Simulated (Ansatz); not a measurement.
This geometry of CH4ClNOSi (9 atoms, charge 0, multiplicity 1) is a first-order saddle point.

Level of theory: RKS PBE/def2-mTZVP in Ansatz.

```xyz
9
Properties=species:S:1:pos:R:3
O 1.649 0.864 -1.382
C 0.991 0.069 -0.514
N 0.071 0.478 0.298
Si -1.439 -0.525 0.664
Cl -1.586 -0.799 2.743
H 1.334 1.784 -1.239
H 1.316 -0.978 -0.599
H -1.094 0.966 -0.079
H -1.153 -1.905 0.090
```

Task: Which two structures does it join? (They come from a converged band through this point; their orientation in space is the band's.)

Result: Bonds broken: Si4–H8. Bonds formed: N3–H8.

First end point:

```xyz
9
Properties=species:S:1:pos:R:3
O 2.067 0.791 -1.158
C 1.038 0.061 -0.678
N 0.073 0.570 -0.026
Si -1.256 -0.350 0.609
Cl -1.143 -0.392 2.688
H 1.893 1.721 -0.886
H 1.185 -0.999 -0.950
H -2.528 0.327 0.245
H -1.241 -1.774 0.139
```

Last end point:

```xyz
9
Properties=species:S:1:pos:R:3
O 1.666 0.861 -1.213
C 0.827 0.059 -0.539
N -0.271 0.384 0.062
Si -1.764 -0.821 0.476
Cl -1.541 -0.703 2.639
H 1.348 1.789 -1.211
H 1.132 -0.989 -0.565
H -0.492 1.385 0.117
H -0.817 -2.013 0.216
```

Task: How far does it lie above each of them?

Result: 2.73 eV above the first and 1.36 eV above the second. This is the barrier of this one path; another mechanism may lie lower. The orbitals stay closed-shell, which can raise the energy where a bond breaks towards radicals; this wasn't checked here.

Time of the run: 2.2 min on 2 threads of Intel(R) Xeon(R) 6975P-C (Granite Rapids) (shared host), peak memory 0.17 GiB.
